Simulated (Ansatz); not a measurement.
Compare A (`FCC(F)(F)COC(F)(F)F`) with its isomer B (`FCC(F)C(F)(F)OC(F)F`).

Gas-phase electronic energies from Ansatz, PBE0-D4/def2-TZVP geometries. CBS: MP2 limit from def2 TZ/QZ plus the TZ coupled-cluster correction, frozen cores. DFT in def2-TZVPP. B3LYP here is the variant with VWN-RPA as its local correlation; programs differ in this. Each species was taken in one conformer, which may not be the lowest.

A:

```xyz
15

F     0.746    1.917    1.380
C     0.848    1.837    0.014
C    -0.402    1.196   -0.547
F    -0.235    1.102   -1.890
F    -1.473    2.000   -0.327
C    -0.753   -0.157    0.031
O     0.368   -1.003   -0.173
C     0.239   -2.261    0.273
F     1.361   -2.905    0.014
F    -0.771   -2.909   -0.320
F     0.010   -2.314    1.590
H     1.717    1.232   -0.248
H     0.943    2.843   -0.402
H    -0.965   -0.041    1.096
H    -1.633   -0.538   -0.491
```

B:

Z-matrix (Å, degrees):
```
C
C 1 1.507
F 1 1.374 2 109.0
H 1 1.092 2 110.3 3 -119.4
H 1 1.093 2 110.1 3 119.3
C 2 1.528 1 112.3 3 -166.3
F 2 1.376 1 110.3 3 73.3
H 2 1.094 1 110.3 3 -46.1
O 6 1.374 2 115.5 1 -52.7
F 6 1.337 2 108.6 1 65.5
F 6 1.347 2 109.1 1 -177.2
C 9 1.379 6 119.0 2 -70.6
F 12 1.334 9 107.0 6 -138.7
F 12 1.344 9 109.0 6 105.4
H 12 1.090 9 113.3 6 -16.9
```

(1) Which is lower in electronic energy at CCSD(T)/CBS, and by how much? (Best estimate.)

(2) Give E(B) − E(A) in kJ/mol with HF/def2-TZVPP, PBE0-D4, B3LYP, ωB97M-V, PBE-D4, CCSD(T)/def2-SVP, CCSD/def2-TZVPP. (Best estimate.)

(3) Does the order hold for the free energy at 298.15 K (harmonic terms from PBE0-D4)? (An estimate is asked.)

Largest T1 diagnostic: 0.012.

Answers

(1) Computed: A, by 30.9 kJ/mol.

(2) The calculation gave: HF/def2-TZVPP 38.9, PBE0-D4 30.7, B3LYP 30.3, ωB97M-V 30.3, PBE-D4 26.4, CCSD(T)/def2-SVP 38.6, CCSD/def2-TZVPP 32.2. None reverses the order clearly.

(3) Computed: Yes: G(B) − G(A) = +34.2 kJ/mol, for one conformer each. Modes under 60 cm⁻¹, often nearly free rotors, make the harmonic entropy too high.

From BLYP to BHLYP (50 % exact exchange), in def2-TZVPP and without D4, E(B) − E(A) moves by +6.3 kJ/mol. At CCSD(T), def2-SVP lies +7.6 kJ/mol from the extrapolated value and def2-TZVPP −0.1 kJ/mol.
